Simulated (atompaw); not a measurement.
# u(r) = r·R(r): atom against pseudo-atom (N (Z = 7))

Columns: radius, all-electron u(r) and pseudo u(r) of the 2s shell (level -18.40 eV) of nitrogen in the configuration [He] 2s2 2p3; LDA (PW92), non-relativistic, PAW (atompaw) scheme, atompaw 4.2.0.5.

```json
{"r (bohr)": "0.083", "all-electron": "0.3641", "pseudo": "-0.1113"}
{"r (bohr)": "0.165", "all-electron": "0.3545", "pseudo": "-0.2196"}
{"r (bohr)": "0.248", "all-electron": "0.1884", "pseudo": "-0.3262"}
{"r (bohr)": "0.331", "all-electron": "-0.0279", "pseudo": "-0.4280"}
{"r (bohr)": "0.413", "all-electron": "-0.2396", "pseudo": "-0.5223"}
{"r (bohr)": "0.496", "all-electron": "-0.4283", "pseudo": "-0.6099"}
{"r (bohr)": "0.579", "all-electron": "-0.5828", "pseudo": "-0.6879"}
{"r (bohr)": "0.662", "all-electron": "-0.7016", "pseudo": "-0.7549"}
{"r (bohr)": "0.744", "all-electron": "-0.7865", "pseudo": "-0.8089"}
{"r (bohr)": "0.827", "all-electron": "-0.8435", "pseudo": "-0.8502"}
{"r (bohr)": "0.910", "all-electron": "-0.8762", "pseudo": "-0.8771"}
{"r (bohr)": "0.992", "all-electron": "-0.8890", "pseudo": "-0.8890"}
{"r (bohr)": "1.075", "all-electron": "-0.8863", "pseudo": "-0.8863"}
{"r (bohr)": "1.158", "all-electron": "-0.8715", "pseudo": "-0.8715"}
{"r (bohr)": "1.240", "all-electron": "-0.8478", "pseudo": "-0.8478"}
{"r (bohr)": "1.323", "all-electron": "-0.8174", "pseudo": "-0.8174"}
{"r (bohr)": "1.406", "all-electron": "-0.7823", "pseudo": "-0.7823"}
{"r (bohr)": "1.488", "all-electron": "-0.7447", "pseudo": "-0.7447"}
{"r (bohr)": "1.571", "all-electron": "-0.7050", "pseudo": "-0.7050"}
{"r (bohr)": "1.654", "all-electron": "-0.6645", "pseudo": "-0.6645"}
{"r (bohr)": "1.737", "all-electron": "-0.6241", "pseudo": "-0.6241"}
{"r (bohr)": "1.819", "all-electron": "-0.5848", "pseudo": "-0.5848"}
{"r (bohr)": "1.902", "all-electron": "-0.5461", "pseudo": "-0.5461"}
{"r (bohr)": "1.985", "all-electron": "-0.5087", "pseudo": "-0.5087"}
{"r (bohr)": "2.067", "all-electron": "-0.4734", "pseudo": "-0.4734"}
{"r (bohr)": "2.150", "all-electron": "-0.4393", "pseudo": "-0.4393"}
```

How many radial nodes do the two functions have?

The all-electron 2s function has n − l − 1 = 1; the pseudo-wave has 0, since the states of the same l below it are removed with the core.

At about which radius was the pseudo-wave matched?

1.00 bohr, where the columns begin to agree (steps of 0.08 bohr).

Is the pseudo-wave norm-conserving?

No, it belongs to a PAW set: the norm inside the radius is not constrained, and the difference is carried by the augmentation charge.
